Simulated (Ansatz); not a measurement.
A run for Ansatz (a program for electronic structure): U-r2SCAN/cc-pV(T+d)Z on SiS, a point of a bond scan (R = 2.907 Å). Files ending in .json are basis or fitting sets from the Basis Set Exchange.

Ansatz 0.2 input:
```yaml
crystal:
  periodic: [false, false, false]
  atoms:
    - {symbol: Si, position_ang: [-0.00000000, -0.00000000, -1.03360590]}
    - {symbol: S, position_ang: [0.00000000, 0.00000000, 1.87341069]}
basis:
  gaussian:
    orbitals: cc-pV_T+d_Z.json
hamiltonian:
  xc: {name: r2SCAN}
magnetization: {spin_polarized: true, initial_magnetization: 0}
```

The log:

```
WARN ansatz: RAYON_NUM_THREADS=1 ignored (pool sized by the plan → 1); use --threads N
Functional definition: r2SCAN
integrals: 0.02 GiB planned
594 factors; their error is unknown
mean field: 0.21 GiB planned
mean field evaluation 1: about -18697.2061 eV, gradient 3.1e1 eV
mean field evaluation 2: about -18566.1604 eV, gradient 9.3e1 eV
mean field evaluation 4: about -18663.7955 eV, gradient 7.2e1 eV
mean field evaluation 8: about -18708.0809 eV, gradient 2.1e-1 eV
mean field evaluation 16: about -18708.1444 eV, gradient 1.1e0 eV
mean field evaluation 32: about -18708.3325 eV, gradient 6.1e-4 eV
mean field evaluation 64: about -18708.2930 eV, gradient 1.7e0 eV
mean field evaluation 96: about -18705.9351 eV, gradient 1.9e-1 eV
mean field evaluation 128: about -18707.8373 eV, gradient 6.6e-1 eV
mean field evaluation 160: about -18708.1438 eV, gradient 2.3e0 eV
mean field evaluation 192: about -18708.0615 eV, gradient 2.3e0 eV
mean field -18708.33253420 eV, -687.5185396684 hartree, gradient 5.3e-7 eV, S^2 0.886845; 14 other end points of the search recorded, 0 dependent functions left out
reference -18708.33254360 eV, -687.5185400139 hartree; 15, 15 occupied and 63, 63 virtual orbitals, 594 factors
Total energy: -18708.33254360 eV, -687.5185400139 hartree
```

The calculation finished and met its thresholds. Its determinant has ⟨S²⟩ = 0.89, a mixture of spin states.

Cost: around 15 core-seconds (rough).
